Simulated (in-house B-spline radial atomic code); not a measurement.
Inner levels of cerium as electrons are removed. A shift is the extra binding of the orbital against the neutral atom ([Xe] 4f1 5d1 6s2). Computed with a B-spline radial code for spherical atoms: non-relativistic Hartree-Fock, average of the configuration, point nuclei.

This level leaves out relativity, spin-orbit splitting included, which matters for heavy ions.

```
  ion  configuration  shift of 1s (eV)  shift of 2s (eV)  shift of 2p (eV)  radius of 1s (bohr)  radius of 2s (bohr)  radius of 2p (bohr)  Σ<r²> (bohr²)  change of density at nucleus (bohr⁻³)
Ce43+   [Ne] 3s2 3p3           2699.68           2559.19           2587.62             0.026169              0.11018             0.093754        0.47081                                 460.17
Ce44+   [Ne] 3s2 3p2            2838.6           2678.19            2709.3             0.026166              0.11004             0.093636        0.39453                                 551.32
Ce45+   [Ne] 3s2 3p1           2979.27           2798.42           2832.29             0.026162               0.1099             0.093516        0.32007                                 644.05
Ce46+       [Ne] 3s2                 ?                 ?                 ?                    ?                    ?                    ?              ?                                      ?
Ce47+       [Ne] 3s1                 ?                 ?                 ?                    ?                    ?                    ?              ?                                      ?
Ce48+   [He] 2s2 2p6           3389.05           3146.91            3195.5             0.026156              0.10967             0.093189        0.09286                               -2694.07
Ce49+   [He] 2s2 2p5           3722.41           3360.55           3446.24             0.026138              0.10909             0.092489       0.081233                               -2440.68
Ce50+   [He] 2s2 2p4           4059.91           3576.29           3699.77              0.02612               0.1085             0.091801        0.06996                               -2183.14
```

Task: Fill in the row of Ce46+.

Result: shift of 1s (eV): 3121.7; shift of 2s (eV): 2919.89; shift of 2p (eV): 2956.61; radius of 1s (bohr): 0.026158; radius of 2s (bohr): 0.10975; radius of 2p (bohr): 0.093393; Σ<r²> (bohr²): 0.2474; change of density at nucleus (bohr⁻³): 738.36.

Task: Fill in the row of Ce47+.

Result: shift of 1s (eV): 3254.68; shift of 2s (eV): 3032.92; shift of 2p (eV): 3075.52; radius of 1s (bohr): 0.026157; radius of 2s (bohr): 0.10975; radius of 2p (bohr): 0.093292; Σ<r²> (bohr²): 0.16935; change of density at nucleus (bohr⁻³): -956.38.
